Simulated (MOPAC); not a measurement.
MOPAC input (AM1):

```
AM1 1SCF UHF MS=0.5 GEO-OK AUX(PRECISION=9) THREADS=1
C4H9O

C    -0.15458263 1    1.56936794 1    0.12679620 1
C    -0.46010178 1    0.11839111 1    0.25121699 1
C    -1.77580462 1   -0.25558895 1   -0.43448311 1
O     0.54588482 1   -0.69368072 1   -0.34901345 1
C     1.78028139 1   -0.67225970 1    0.33715635 1
H    -0.55078373 1    2.28404498 1    0.83480451 1
H     0.33383512 1    1.93500851 1   -0.76691364 1
H    -0.53883351 1   -0.14464435 1    1.31817736 1
H    -1.71598341 1   -0.03155660 1   -1.50007087 1
H    -1.96674374 1   -1.32258087 1   -0.31011871 1
H    -2.60520026 1    0.30674057 1   -0.00473890 1
H     2.22075939 1    0.33078383 1    0.35743386 1
H     2.45186170 1   -1.34634055 1   -0.19233870 1
H     1.66525562 1   -1.02147212 1    1.37175422 1
```

From the output:

```
                                                       MOPAC v23.2.5 Linux

          FINAL HEAT OF FORMATION =        -25.62231 KCAL/MOL =    -107.20375 KJ/MOL

          COSMO AREA              =        123.92 SQUARE ANGSTROMS
          COSMO VOLUME            =        110.85 CUBIC ANGSTROMS

          IONIZATION POTENTIAL    =          9.658755 EV
          ALPHA SOMO LUMO (EV)    =         -9.659  2.963
          BETA  SOMO LUMO (EV)    =        -10.562  1.004
          NO. OF ALPHA ELECTRONS  =         16
          NO. OF BETA  ELECTRONS  =         15
          MOLECULAR WEIGHT        =         73.1145         POINT GROUP:  C1

          MOLECULAR DIMENSIONS (Angstroms)

            Atom       Atom       Distance
            H    13    H    11     5.32370
            H    10    H     6     4.03601
            H    14    H     9     2.83824

          SCF CALCULATIONS        =          1

   ATOM   CHEMICAL          X               Y               Z
  NUMBER   SYMBOL      (ANGSTROMS)     (ANGSTROMS)     (ANGSTROMS)

     1       C         -0.15458263  *   1.56936794  *   0.12679620  *
     2       C         -0.46010178  *   0.11839111  *   0.25121699  *
     3       C         -1.77580462  *  -0.25558895  *  -0.43448311  *
     4       O          0.54588482  *  -0.69368072  *  -0.34901345  *
     5       C          1.78028139  *  -0.67225970  *   0.33715635  *
     6       H         -0.55078373  *   2.28404498  *   0.83480451  *
     7       H          0.33383512  *   1.93500851  *  -0.76691364  *
     8       H         -0.53883351  *  -0.14464435  *   1.31817736  *
     9       H         -1.71598341  *  -0.03155660  *  -1.50007087  *
    10       H         -1.96674374  *  -1.32258087  *  -0.31011871  *
    11       H         -2.60520026  *   0.30674057  *  -0.00473890  *
    12       H          2.22075939  *   0.33078383  *   0.35743386  *
    13       H          2.45186170  *  -1.34634055  *  -0.19233870  *
    14       H          1.66525562  *  -1.02147212  *   1.37175422  *

                             CARTESIAN COORDINATES

   1    C       -0.154582630     1.569367940     0.126796200
   2    C       -0.460101780     0.118391110     0.251216990
   3    C       -1.775804620    -0.255588950    -0.434483110
   4    O        0.545884820    -0.693680720    -0.349013450
   5    C        1.780281390    -0.672259700     0.337156350
   6    H       -0.550783730     2.284044980     0.834804510
   7    H        0.333835120     1.935008510    -0.766913640
   8    H       -0.538833510    -0.144644350     1.318177360
   9    H       -1.715983410    -0.031556600    -1.500070870
  10    H       -1.966743740    -1.322580870    -0.310118710
  11    H       -2.605200260     0.306740570    -0.004738900
  12    H        2.220759390     0.330783830     0.357433860
  13    H        2.451861700    -1.346340550    -0.192338700
  14    H        1.665255620    -1.021472120     1.371754220

           Empirical Formula: C4 H9 O  =    14 atoms

      MOLECULAR POINT GROUP   :   C1

          ALPHA EIGENVALUES
 -39.27639 -33.38978 -28.07490 -27.07720 -22.00297 -17.75419 -16.44657 -16.00323
 -14.43031 -13.84014 -13.38236 -13.01988 -12.40534 -11.90417 -10.63282  -9.65875
   2.96264   3.77396   4.05394   4.20107   4.41943   4.48100   4.64198   4.66179
   4.80966   4.91389   5.06630   5.20179   6.39147

           BETA EIGENVALUES
 -39.18821 -33.10558 -27.39954 -26.74273 -21.63965 -17.70599 -16.32468 -15.91530
 -14.33559 -13.66798 -13.30167 -12.82555 -12.32848 -11.82368 -10.56238   1.00427
   2.98525   4.11143   4.28739   4.36702   4.45432   4.54990   4.70746   4.82895
   4.97422   5.14871   5.27721   5.33793   6.40808

              NET ATOMIC CHARGES AND DIPOLE CONTRIBUTIONS

  ATOM NO.   TYPE          CHARGE      No. of ELECS.   s-Pop       p-Pop
    1          C          -0.284598        4.2846     1.29671     2.98789
    2          C           0.051458        3.9485     1.20736     2.74119
    3          C          -0.199851        4.1999     1.21693     2.98292
    4          O          -0.272527        6.2725     1.87784     4.39469
    5          C          -0.064346        4.0643     1.22501     2.83933
    6          H           0.117075        0.8829     0.88292
    7          H           0.121760        0.8782     0.87824
    8          H           0.074748        0.9253     0.92525
    9          H           0.086308        0.9137     0.91369
   10          H           0.087309        0.9127     0.91269
   11          H           0.079320        0.9207     0.92068
   12          H           0.057909        0.9421     0.94209
   13          H           0.093545        0.9065     0.90645
   14          H           0.051890        0.9481     0.94811
 DIPOLE           X         Y         Z       TOTAL
 POINT-CHG.    -0.165     0.391     0.754     0.865
 HYBRID         0.069     0.283     0.280     0.404
 SUM           -0.095     0.674     1.034     1.238

          ATOMIC ORBITAL ELECTRON POPULATIONS

     Atom    s        px        py        pz
    1  C   1.29671   1.01325   0.96136   1.01329
    2  C   1.20736   0.88789   0.88591   0.96738
    3  C   1.21693   0.94208   1.02271   1.01812
    4  O   1.87784   1.20602   1.66454   1.52413
    5  C   1.22501   0.86503   1.00811   0.96619
    6  H   0.88292
    7  H   0.87824
    8  H   0.92525
    9  H   0.91369
   10  H   0.91269
   11  H   0.92068
   12  H   0.94209
   13  H   0.90645
   14  H   0.94811

                    (SZ)    =    0.500000
                    (S**2)  =    0.761931

          ATOMIC ORBITAL SPIN POPULATIONS

    Atom   Total    s     px     py     pz
         Atomic
    1  C  1.1352  0.065  0.725  0.062  0.282
    2  C -0.0866 -0.011 -0.020 -0.044 -0.012
    3  C  0.0478  0.008  0.024  0.007  0.009
    4  O  0.0085 -0.000  0.002  0.001  0.005
    5  C  0.0006 -0.000  0.000  0.001 -0.000
    6  H -0.0572 -0.057
    7  H -0.0560 -0.056
    8  H  0.0140  0.014
    9  H -0.0029 -0.003
   10  H -0.0003 -0.000
   11  H -0.0028 -0.003
   12  H -0.0006 -0.001
   13  H  0.0004  0.000
   14  H  0.0000  0.000

 **********************
 *                    *
 * JOB ENDED NORMALLY *
 *                    *
 **********************

 == MOPAC DONE ==
```

The geometry given is a B3LYP-D3(BJ)/def2-TZVP minimum.
